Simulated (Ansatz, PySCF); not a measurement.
Si(Me)(OH)2(SH) (CH6O2SSi), SMILES C[Si](O)(O)S. Atoms are numbered in the order given.

```xyz
11

C      1.8403     0.7028    -0.1857
Si     0.0661     0.1942    -0.3584
O     -0.0264    -0.6631    -1.7677
O     -1.0078     1.4544    -0.4777
S     -0.5990    -0.9266     1.3607
H      2.1358     1.3187    -1.0492
H      2.0013     1.2848     0.7336
H      2.4991    -0.1785    -0.1571
H     -0.9002    -0.9904    -2.0028
H     -1.2470     1.9064     0.3363
H      0.5356    -1.6526     1.4569
```
Charge 0, spin multiplicity 1.

Coordinates come from a PBE0-D3(BJ)/def2-SVP optimisation. One conformer was computed; it need not be the lowest.

Two levels are set side by side: PBE-D3(BJ)/def2-SVP (Ansatz, a program for electronic structure) and PBE0-D3(BJ)/def2-SVP (Ansatz). Each level has its own optimised geometry; the coordinates shown are those of the second. Frequencies come from the Hessian of PySCF at each geometry. Differences are taken from unrounded values.

```tsv
quantity	PBE0-D3(BJ)
mean bond length (Å)	1.390
bond C1–Si2 (Å)	1.854
bond Si2–O3 (Å)	1.652
bond Si2–O4 (Å)	1.660
bond Si2–S5 (Å)	2.157
bond C1–H6 (Å)	1.101
bond C1–H7 (Å)	1.100
bond C1–H8 (Å)	1.101
bond O3–H9 (Å)	0.962
bond O4–H10 (Å)	0.961
bond S5–H11 (Å)	1.351
highest harmonic wavenumber (cm⁻¹)	3939
mean harmonic wavenumber (cm⁻¹)	1228
zero-point energy (kcal/mol)	47.40
```

Problem. What does PBE-D3(BJ) give, and how far is it from PBE0-D3(BJ)? (The exact figures need the calculation; the answer reports its results.)

Solution. 
```
quantity                            PBE-D3(BJ)  PBE-D3(BJ) minus PBE0-D3(BJ)
----------------------------------  ----------  ----------------------------
mean bond length (Å)                     1.402                         0.012
bond C1–Si2 (Å)                          1.867                         0.013
bond Si2–O3 (Å)                          1.670                         0.017
bond Si2–O4 (Å)                          1.678                         0.018
bond Si2–S5 (Å)                          2.175                         0.018
bond C1–H6 (Å)                           1.109                         0.008
bond C1–H7 (Å)                           1.108                         0.008
bond C1–H8 (Å)                           1.109                         0.008
bond O3–H9 (Å)                           0.974                         0.011
bond O4–H10 (Å)                          0.973                         0.012
bond S5–H11 (Å)                          1.362                         0.012
highest harmonic wavenumber (cm⁻¹)        3766                          -173
mean harmonic wavenumber (cm⁻¹)           1187                           -41
zero-point energy (kcal/mol)             45.81                         -1.59
```

Exact exchange shortens and stiffens bonds; PBE has none. Differences between two approximate levels are no errors against the true value.
